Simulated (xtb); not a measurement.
ClIn, triplet, from a rough starting geometry (GFN-xTB shapes and energies of metal compounds can be far from the true ones) (the spin is typed, not shown lowest).

xtb was given this input:
```
$ xtb mol.xyz --gfn 2 --uhf 2 --opt vtight --json

# file mol.xyz
2

In    -0.74209780    -0.69008022    -0.69955157
Cl     0.71119756     0.66551065     0.68775618
```

Task: Predict the dipole moment from GFN2-xTB (xtb).

Result: 0.06 D

Task: Give the total energy at the end of the optimisation at the level GFN2-xTB.

Result: -5.6386 Eh
